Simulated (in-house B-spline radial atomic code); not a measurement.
**LDA VWN5 excitations of Pr VI (Pr5+)**

Method: LDA VWN5. Computed with a B-spline radial code for spherical atoms: linear response of the closed shell [Kr] 4d10 5s2 5p6 with the functional's adiabatic kernel; scalar-relativistic (spin-free one-electron X2C), finite nucleus, no spin-orbit coupling, no double excitations, S, P, D and F terms only; shells from n = 3 respond. Only terms of natural parity with L up to 3 were computed.

Spin-orbit coupling is strong here, so these LS terms don't match observed levels.

Command:
```bash
python run_td.py task.json out
```
Settings (radii: box in bohr, nucleus in fm):
```
Z                        59
electrons                54
configuration            [Kr] 4d10 5s2 5p6
hamiltonian              x2c
method                   lda,vwn
box_radius               16.35
rms_radius               4.8919
intervals                70
```

Time taken, with all properties: 3.3 s on 1 thread of Arm Neoverse N1, on a shared host.

The lowest states, in the order of their Tamm-Dancoff energies; the method's threshold (minus the highest occupied level) is 76.98 eV. Labels give the largest channel, * marks a mixed state, and oscillator strengths are full-response dipole values. Semilocal kernels can invert the small singlet-triplet splittings of Rydberg terms. Energies in eV:

```csv
state,full response,Tamm-Dancoff,oscillator strength
5p → 4f 3D,6.280,6.332,-
5p → 4f 1D,?,?,-
5p → 5d 3P,?,?,-
```

Where does 5p → 5d 3P lie?

At 26.431 eV in full response, 26.474 eV in Tamm-Dancoff.

Where does 5p → 4f 1D lie?

At 8.241 eV in full response, 8.438 eV in Tamm-Dancoff.

How large is the singlet-triplet splitting of 5p → 4f (D terms) in Tamm-Dancoff?

2.11 eV, from the unrounded values.

What polarisabilities and dispersion coefficient does the method give?

Dipole 4.548 bohr³, quadrupole 14.16 bohr⁵, C6 22.92 hartree·bohr⁶ for two such species.
